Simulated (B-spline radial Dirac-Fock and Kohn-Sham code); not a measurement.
Tc⁶⁺ 3d3/2: cross section and angular parameters

System: Tc⁶⁺, [Kr] 4d1; threshold 361.1 eV (orbital energy of the model). Method: Dirac-Hartree-Slater photoionisation with a Latter tail; cross sections with all multipoles, angular parameters from the dipole term and its interference with E2. Computed with a B-spline atomic structure program.

Input of the calculation (task.json; shells as n, l, electrons):

```json
{"items": [{
  "Z": 43,
  "q": 6,
  "cfg": [[1, 0, 2], [2, 0, 2], [2, 1, 6], [3, 0, 2], [3, 1, 6], [3, 2, 10], [4, 0, 2], [4, 1, 6], [4, 2, 1]],
  "A": 97,
  "rrms": 4.4112,
  "do": "xps",
  "hv": [53.9, 57.8, 70.1, 80, 94.6, 99.1, 113.0, 200, 257.0, 300, 417.0, 450.0, 600, 662.0, 800, 947.0, 1320.0, 1450.0, 1540.0, 1560.0, 1740.0, 2984.4, 7210.0, 8047.8, 8980.0, 9610.0, 10800.0, 11200.0, 11500.0, 12000]
}]}
```

Launch: `python xray2_run.py task.json out`

For linearly polarised light dσ/dΩ = σ/(4π) [1 + β P₂(cos θ) + (δ + γ cos²θ) sin θ cos φ], with θ from the polarisation vector and φ the angle between the beam and the projection of the electron momentum on the plane normal to the polarisation.

```tsv
hν (eV)	σ (kb)	β	γ	δ
417	1400	0.487	-0.048	0.006
450	1260	0.617	-0.049	0.011
600	707	0.968	-0.017	0.025
662	564	1.043	0.006	0.029
800	352	1.146	0.064	0.036
947	225	1.202	0.130	0.043
1320	87.5	1.234	0.292	0.057
1450	66.1	1.229	0.344	0.062
1540	55.1	1.224	0.378	0.065
1560	?	?	?	?
1740	37.7	1.207	0.450	0.072
2984.4	6.45	1.063	0.786	0.119
7210	0.260	0.726	1.294	0.279
8047.8	0.170	0.684	1.346	0.309
8980	0.111	0.643	1.394	0.342
9610	0.0849	0.617	1.422	0.363
10800	0.0533	0.574	1.466	0.403
11200	0.0461	0.561	1.479	0.416
11500	0.0415	0.552	1.488	0.426
12000	0.0349	0.536	1.502	0.442
```

Problem. Give the values at 1560 eV.

Solution. σ = 53.0 kb, β = 1.222, γ = 0.385, δ = 0.066.
